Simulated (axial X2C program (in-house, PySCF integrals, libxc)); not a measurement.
Low determinants of OsC⁺ at the PBE0 level, 2c

All values were computed with an axial X2C code built on PySCF integrals. Two-component (2c) means X2C with spin–orbit coupling and atomic mean-field two-electron Coulomb and Gaunt terms. Basis: Os dyall-cv3z [13s14p9d6f4g], C dyall-v3z [7s6p2d1f] (cores contracted in-house); Gaussian nuclei, density fitting, unrestricted open shells. Masses: Os 191.961 u, C 12.000 u.

Search at 1.682 Å (vertical energies from the lowest determinant):

```json
{"ΔE (eV)": "0.00", "state": "Ω = 3/2", "electrons beyond evenly filled partner blocks": "ω = 1/2, ω = -3/2, ω = 5/2", "electrons in ±ω = 1/2, 3/2, 5/2, 7/2": "47 23 9 2"}
{"ΔE (eV)": "0.13", "state": "Ω = 5/2", "electrons beyond evenly filled partner blocks": "ω = 5/2", "electrons in ±ω = 1/2, 3/2, 5/2, 7/2": "46 24 9 2"}
{"ΔE (eV)": "0.77", "state": "Ω = 1/2", "electrons beyond evenly filled partner blocks": "ω = 1/2", "electrons in ±ω = 1/2, 3/2, 5/2, 7/2": "47 24 8 2"}
{"ΔE (eV)": "0.88", "state": "Ω = 3/2", "electrons beyond evenly filled partner blocks": "ω = 3/2", "electrons in ±ω = 1/2, 3/2, 5/2, 7/2": "46 23 10 2"}
{"ΔE (eV)": "0.97", "state": "Ω = 1/2", "electrons beyond evenly filled partner blocks": "ω = -1/2, ω = -3/2, ω = 5/2", "electrons in ±ω = 1/2, 3/2, 5/2, 7/2": "47 23 9 2"}
{"ΔE (eV)": "1.34", "state": "Ω = 7/2", "electrons beyond evenly filled partner blocks": "2 × ω = 1/2, ω = 5/2", "electrons in ±ω = 1/2, 3/2, 5/2, 7/2": "46 24 9 2"}
{"ΔE (eV)": "1.48", "state": "Ω = 9/2", "electrons beyond evenly filled partner blocks": "ω = 1/2, ω = 3/2, ω = 5/2", "electrons in ±ω = 1/2, 3/2, 5/2, 7/2": "47 23 9 2"}
```

Lowest determinant, Ω = 3/2 (⟨Sz⟩ = 1.48, ⟨Lz⟩ = 0.02 at PBE0): Re = 1.676 Å, ωe = 1042.2 cm⁻¹.

The determinant in row 2 of the search, Ω = 5/2 (⟨Sz⟩ = 0.50, ⟨Lz⟩ = 2.00 at PBE0), was followed along the bond at PBE0; measured from the minimum of the lowest determinant it gives:

Te = 0.046 eV (372 cm⁻¹), Re = 1.624 Å, ωe = 1174.0 cm⁻¹.

(1) Compare the bond of the determinant in row 2 with that of the lowest one.

The search compares states at one distance, so a state with another bond length can lie lower; it is not exhaustive and yields mostly the lowest determinant of each block pattern, so other components and higher states of one pattern are missing. These are energies of single determinants, not of spin-adapted states; PBE0 term energies can be off by some tenths of an eV, and the functional has no current term. The lowest determinant need not be the ground state where others lie within half an eV.

## Answers

(1) At PBE0 its Re is 0.052 Å shorter and its force constant, which goes as ωe², is 1.27 times that of the lowest determinant. T0 ≈ Te + Δωe/2 = 372 + (66) = 438 cm⁻¹.
